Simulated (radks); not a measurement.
Values are calculated unless marked as measured or tabulated.
Excited configurations of Kr III: one electron is placed in a higher orbital outside [Ar] 3d10 4s2 4p3. The ground configuration is [Ar] 3d10 4s2 4p4. Level of theory: scalar-relativistic Kohn-Sham, PBEsol, spin-polarised, spherical densities, finite nucleus; open shells are filled with parallel spins first; Fermi nuclear charge, rms radius 4.1884 fm (a radial shooting solver on a logarithmic mesh with Libxc functionals). Excitation = E - E(ground); binding = E(ion) - E, where the ion is the core of charge +3; n* = 3/sqrt(2 binding) in atomic units, and the quantum defect is n - n*.

outer orbital  excitation (eV)  binding (eV)     n*  quantum defect  eigenvalue (eV)  <r> (bohr)
4d                      16.638        18.770  2.554           1.446          -14.530       2.510
4f                      27.127         8.282  3.845           0.155           -6.529       5.284
5s                      17.471        17.938  2.613           2.387          -15.284       3.556
6s                      25.828         9.581  3.575           2.425           -8.269       6.639
6d                      29.504         5.905  4.554           1.446           -5.036       9.816
6f                      31.447         3.962  5.560           0.440           -3.365       13.98
7s                      29.441         5.967  4.530           2.470           -5.200       10.63
7p                      30.178         5.230  4.839           2.161           -4.540       11.85
7d                      31.341         4.067  5.487           1.513           -3.510       14.73
7f                      32.486         2.923  6.473           0.527           -2.523       19.79

The Delta-SCF ionisation energy is 35.408 eV (NIST Atomic Spectra Database: 35.84 eV, measured). Self-interaction in the functional shifts the binding energies and quantum defects, so they are the method's values and not measured ones. Open shells are spherical and high-spin; term and fine-structure splittings are not resolved.
